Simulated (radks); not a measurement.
Charge is removed step by step from the 5s1/2 level of Tm, starting from [Xe] 4f13 6s2. Method: Dirac Kohn-Sham, PBEsol, spin-unpolarised, spherical densities, point nucleus; open shells fill j = l - 1/2 first; computed with a radial shooting solver on a logarithmic mesh with Libxc functionals.

| removed (e) | E - E(0) (eV) | eigenvalue (eV) | E minus straight line (eV) |
|---|---|---|---|
| 0 | 0.000 | -53.314 | 0.000 |
| 0.25 | 13.693 | -56.260 | -1.171 |
| 0.5 | 28.143 | -59.367 | -1.584 |
| 0.75 | 43.387 | -62.604 | -1.203 |
| 1 | 59.454 | -65.949 | 0.000 |

Removing the whole electron costs 59.454 eV by Delta-SCF, against 53.314 eV from minus the eigenvalue at the starting occupation. Slater's transition state (half an electron removed) gives 59.367 eV. Integrating minus the eigenvalue over the occupation (Janak's theorem) gives 59.454 eV. The mean slope of the eigenvalue, de/dn, is 12.6 eV per electron.
